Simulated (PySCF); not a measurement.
Gas-phase reaction: InH₃ + Cl₂ ⇌ InH₂Cl + HCl

Energies from PySCF, thermal terms from the rigid-rotor harmonic-oscillator model, ideal gas at 1 bar. † marks an energy on the PBE0/def2-TZVP geometry and frequencies. MP2 freezes the core. All species are closed-shell singlets. In: scalar-relativistic def2 core potential, no spin-orbit coupling. InH₃, InH₂Cl: computed as isolated molecules; such fragments, hydroxides, amides, oligomers or adducts are transient or little studied in the gas. MP2 isn't extrapolated to the basis-set limit.

MP2/def2-TZVPP† gives ΔH°(298 K) = -319 kJ.

Task: What do PBE0/def2-QZVP†, PBE/def2-TZVP†, BLYP/def2-TZVP† give?

Result: PBE0/def2-QZVP†: -295 kJ; PBE/def2-TZVP†: -281 kJ; BLYP/def2-TZVP†: -279 kJ. For scale, ΔH°(298 K) is -319 kJ at this level, -294 kJ at ωB97M-V/def2-TZVP†, and runs from -333 to -237 kJ over the 18 levels computed.
